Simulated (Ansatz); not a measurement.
Born–Oppenheimer molecular dynamics of GeH4O (6 atoms, charge 0, multiplicity 1). It starts at the highest image of a converged band. Of that band: Neighbouring images differ by up to 1.7 eV, so the band resolves the path poorly. A vibrational analysis at the climbing image gives one clearly imaginary mode, 1184i cm⁻¹: a first-order saddle point.

Theory: RKS PBE/def2-SVP (Ansatz 0.2.0).

| Property | Result |
| --- | --- |
| ensemble | NVE (velocity Verlet) |
| time step | 0.5 fs |
| steps asked | 200 |
| starting velocities drawn for | 300 K |
| seed | 4296 |

First frame:

```xyz
6
Properties=species:S:1:pos:R:3
Ge 0.189 0.007 -0.343
O 0.695 0.241 1.639
H 0.637 -0.652 2.042
H 1.562 -0.019 0.526
H -0.647 1.303 -0.605
H -0.862 -1.161 -0.333
```

Question: What does the run give?

Answer: The run went to its last step.

```
steps done                                               : 200
time covered                                             : 100 fs
mean temperature over the second half                    : 2186 K
spread of the potential energy over the second half      : 73.5 meV per atom
mean potential energy of the second half above the start : -162.6 meV per atom
```

The conserved energy stayed within 0.43 meV per atom of its start (net change -0.053 meV per atom), so the integration is sound. The kinetic energy rose, since the run started high on the potential surface and went downhill. A run of 0.1 ps of so small a system gives no equilibrium averages. The orbitals stay closed-shell, which can raise the energy where a bond breaks towards radicals; this wasn't checked here.

Question: What happens to the structure?

Answer: Between its relaxed ends the band would form O2–H4 and break Ge1–H4. These pairs go: O2–H4 1.43 → 3.13 Å, Ge1–H4 1.63 → 1.64 Å. In the last frame they stand as before the step (other bonds may differ from the relaxed reactants and products). It ends as one piece, GeH4O. Pairs count as bonded within 1.25 times the sum of covalent radii (0.12 Å more for H–H). The details hang on the random start.

Question: How do temperature and energy run in time?

Answer: 
```json
{"time (fs)": "0", "T (K)": "300", "potential energy less start (eV)": "0.000", "conserved less start (meV/atom)": "0.00"}
{"time (fs)": "8", "T (K)": "419", "potential energy less start (eV)": "-0.061", "conserved less start (meV/atom)": "0.06"}
{"time (fs)": "16", "T (K)": "3084", "potential energy less start (eV)": "-1.441", "conserved less start (meV/atom)": "-0.25"}
{"time (fs)": "24", "T (K)": "2663", "potential energy less start (eV)": "-1.222", "conserved less start (meV/atom)": "-0.06"}
{"time (fs)": "32", "T (K)": "1767", "potential energy less start (eV)": "-0.760", "conserved less start (meV/atom)": "-0.19"}
{"time (fs)": "40", "T (K)": "2026", "potential energy less start (eV)": "-0.894", "conserved less start (meV/atom)": "-0.25"}
{"time (fs)": "48", "T (K)": "2203", "potential energy less start (eV)": "-0.984", "conserved less start (meV/atom)": "-0.02"}
{"time (fs)": "56", "T (K)": "2969", "potential energy less start (eV)": "-1.381", "conserved less start (meV/atom)": "-0.19"}
{"time (fs)": "64", "T (K)": "2039", "potential energy less start (eV)": "-0.900", "conserved less start (meV/atom)": "-0.12"}
{"time (fs)": "72", "T (K)": "875", "potential energy less start (eV)": "-0.297", "conserved less start (meV/atom)": "-0.01"}
{"time (fs)": "80", "T (K)": "2548", "potential energy less start (eV)": "-1.162", "conserved less start (meV/atom)": "-0.01"}
{"time (fs)": "88", "T (K)": "2909", "potential energy less start (eV)": "-1.349", "conserved less start (meV/atom)": "0.00"}
{"time (fs)": "96", "T (K)": "1085", "potential energy less start (eV)": "-0.405", "conserved less start (meV/atom)": "0.03"}
```

The run took 3.6 min on 1 thread of Arm Neoverse V2 (shared host), peak memory 0.1 GiB.
